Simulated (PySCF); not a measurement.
C3H8ClFOSi, singlet, geometry from GFN2-xTB, atoms displaced at random by about 0.08 Å a coordinate; B3LYP/STO-3G, gradient (PySCF).

The PySCF input:
```python
from pyscf import gto, scf, dft

mol = gto.M(
    atom='''
C    -3.004818   -1.290008    0.524286
C    -1.847032   -1.098328   -0.527935
O    -0.771064   -0.601497    0.569745
Si    0.710356    0.015442    0.177250
C     2.087361   -1.120007   -0.570798
F     1.096797    0.502203    1.652966
Cl    0.518899    1.672130   -0.841362
H    -3.843335   -1.435425   -0.308304
H    -2.924436   -1.851762    1.263986
H    -3.194349   -0.129374    0.780342
H    -1.398792   -2.026165   -0.864750
H    -1.979072   -0.178972   -1.346974
H     2.973722   -0.629397   -0.564166
H     1.991285   -2.066986    0.046774
H     1.902560   -1.337028   -1.600312
''',
    basis='sto-3g',
    charge=0,
    spin=0,
    verbose=4,
)

mf = dft.RKS(mol)
mf.xc = 'b3lyp'
mf.conv_tol = 1e-6
mf.kernel()
g = mf.nuc_grad_method()
grad = g.kernel()
```

Question: Write the output that PySCF gives for this input, abridged.

Answer: 
```
PySCF version 2.14.0

[INPUT] verbose = 4
[INPUT] num. atoms = 15
[INPUT] num. electrons = 74
[INPUT] charge = 0
[INPUT] spin (= nelec alpha-beta = 2S) = 0
[INPUT] symmetry False subgroup None
[INPUT] Mole.unit = angstrom
[INPUT] Symbol           X                Y                Z      unit          X                Y                Z       unit  Magmom
[INPUT]  1 C     -3.004818000000  -1.290008000000   0.524286000000 AA   -5.678283074163  -2.437761818498   0.990756950944 Bohr   0.0
[INPUT]  2 C     -1.847032000000  -1.098328000000  -0.527935000000 AA   -3.490384623308  -2.075539114941  -0.997652561572 Bohr   0.0
[INPUT]  3 O     -0.771064000000  -0.601497000000   0.569745000000 AA   -1.457099784512  -1.136664594748   1.076662010840 Bohr   0.0
[INPUT]  4 Si     0.710356000000   0.015442000000   0.177250000000 AA    1.342378290942   0.029181150816   0.334953955579 Bohr   0.0
[INPUT]  5 C      2.087361000000  -1.120007000000  -0.570798000000 AA    3.944540613098  -2.116506487596  -1.078651892449 Bohr   0.0
[INPUT]  6 F      1.096797000000   0.502203000000   1.652966000000 AA    2.072645944245   0.949026128935   3.123653033218 Bohr   0.0
[INPUT]  7 Cl     0.518899000000   1.672130000000  -0.841362000000 AA    0.980576996311   3.159867744669  -1.589943751616 Bohr   0.0
[INPUT]  8 H     -3.843335000000  -1.435425000000  -0.308304000000 AA   -7.262850554955  -2.712560122354  -0.582610123108 Bohr   0.0
[INPUT]  9 H     -2.924436000000  -1.851762000000   1.263986000000 AA   -5.526383108819  -3.499323027877   2.388587365284 Bohr   0.0
[INPUT] 10 H     -3.194349000000  -0.129374000000   0.780342000000 AA   -6.036444756278  -0.244481427639   1.474632663495 Bohr   0.0
[INPUT] 11 H     -1.398792000000  -2.026165000000  -0.864750000000 AA   -2.643333785233  -3.828896933179  -1.634140666218 Bohr   0.0
[INPUT] 12 H     -1.979072000000  -0.178972000000  -1.346974000000 AA   -3.739904060795  -0.338208063966  -2.545411956910 Bohr   0.0
[INPUT] 13 H      2.973722000000  -0.629397000000  -0.564166000000 AA    5.619520150594  -1.189387953623  -1.066119228791 Bohr   0.0
[INPUT] 14 H      1.991285000000  -2.066986000000   0.046774000000 AA    3.762983285955  -3.906037443310   0.088390049750 Bohr   0.0
[INPUT] 15 H      1.902560000000  -1.337028000000  -1.600312000000 AA    3.595317335553  -2.526616740875  -3.024151393855 Bohr   0.0

nuclear repulsion = 482.253454485197
number of shells = 33
number of NR pGTOs = 153
number of NR cGTOs = 51
basis = sto-3g
ecp = {}

******** <class 'pyscf.dft.rks.RKS'> ********
method = RKS
initial guess = minao
damping factor = 0
level_shift factor = 0
DIIS = <class 'pyscf.scf.diis.CDIIS'>
diis_start_cycle = 1
diis_space = 8
diis_damp = 0
SCF conv_tol = 1e-06
SCF conv_tol_grad = None
SCF max_cycles = 50
direct_scf = True
direct_scf_tol = 1e-13
XC library pyscf.dft.libxc version 7.1.2
    S. Lehtola, C. Steigemann, M. J. T. Oliveira, and M. A. L. Marques,  SoftwareX 7, 1–5 (2018)
XC functionals = b3lyp
    P. J. Stephens, F. J. Devlin, C. F. Chabalowski, and M. J. Frisch,  J. Phys. Chem. 98, 11623 (1994)
radial grids:
    Treutler-Ahlrichs [JCP 102, 346 (1995); DOI:10.1063/1.469408] (M4) radial grids

becke partition: Becke, JCP 88, 2547 (1988); DOI:10.1063/1.454033
pruning grids: <function nwchem_prune>
grids dens level: 3
symmetrized grids: False
atomic radii adjust function: <function treutler_atomic_radii_adjust>
small_rho_cutoff = 0
Set gradient conv threshold to 0.001
Initial guess from minao.
tot grids = 187224
init E= -1031.65866811392
  HOMO = -0.373122926655492  LUMO = -0.0100315113044782  gap/eV = 9.88022
cycle= 1 E= -1031.35177519145  delta_E= 0.307  |g|= 0.78  |ddm|= 4.57
  HOMO = 0.0571222689149578  LUMO = 0.190325624120454  gap/eV = 3.62465
cycle= 2 E= -1030.84958621438  delta_E= 0.502  |g|= 1.59  |ddm|= 3.43
  HOMO = -0.160117165455597  LUMO = 0.156540054790427  gap/eV = 8.61668
cycle= 3 E= -1031.59091230559  delta_E= -0.741  |g|= 0.161  |ddm|= 2.35
  HOMO = -0.134954993841342  LUMO = 0.17511378294237  gap/eV = 8.43740
cycle= 4 E= -1031.59822491712  delta_E= -0.00731  |g|= 0.0741  |ddm|= 0.352
  HOMO = -0.15318287947096  LUMO = 0.168171517210206  gap/eV = 8.74450
cycle= 5 E= -1031.60006023017  delta_E= -0.00184  |g|= 0.00937  |ddm|= 0.116
  HOMO = -0.153848520513895  LUMO = 0.167672910717347  gap/eV = 8.74904
cycle= 6 E= -1031.60009670494  delta_E= -3.65e-05  |g|= 0.00241  |ddm|= 0.0216
  HOMO = -0.154194204846702  LUMO = 0.167604037301467  gap/eV = 8.75658
cycle= 7 E= -1031.60009861571  delta_E= -1.91e-06  |g|= 0.000651  |ddm|= 0.00474
  HOMO = -0.15410115604713  LUMO = 0.167685501895  gap/eV = 8.75626
cycle= 8 E= -1031.60009877261  delta_E= -1.57e-07  |g|= 4.7e-05  |ddm|= 0.00121
  HOMO = -0.154112772026473  LUMO = 0.167676097631092  gap/eV = 8.75632
Extra cycle  E= -1031.60009877328  delta_E= -6.69e-10  |g|= 3.25e-05  |ddm|= 0.000149
converged SCF energy = -1031.60009877328

******** <class 'pyscf.grad.rks.Gradients'> for <class 'pyscf.dft.rks.RKS'> ********
unit = Eh/Bohr
grid_response = False
--------------- RKS gradients ---------------
         x                y                z
0 C     0.0799934491    -0.2274601261     0.2680935348
1 C    -0.0706518068    -0.0758910537    -0.0685586574
2 O     0.0504908128     0.0270684985     0.0383617061
3 Si    -0.0276173703     0.0732009902    -0.0211844751
4 C     0.1003257301     0.0346989488    -0.0328009811
5 F    -0.0157658503    -0.0025428468    -0.0244505005
6 Cl     0.0078395780    -0.0798895287     0.0591892759
7 H    -0.0153027145     0.0151581744    -0.0602597442
8 H    -0.0213155567     0.1340918247    -0.1585732240
9 H    -0.0058811091     0.0645635716    -0.0071499433
10 H     0.0018851795     0.0169304260     0.0254778792
11 H     0.0014150911     0.0613381445    -0.0419624604
12 H    -0.0770829655    -0.0299936554    -0.0156908655
13 H    -0.0197063271    -0.0210737251     0.0179259821
14 H     0.0112480104     0.0099388691     0.0216664164
----------------------------------------------
```
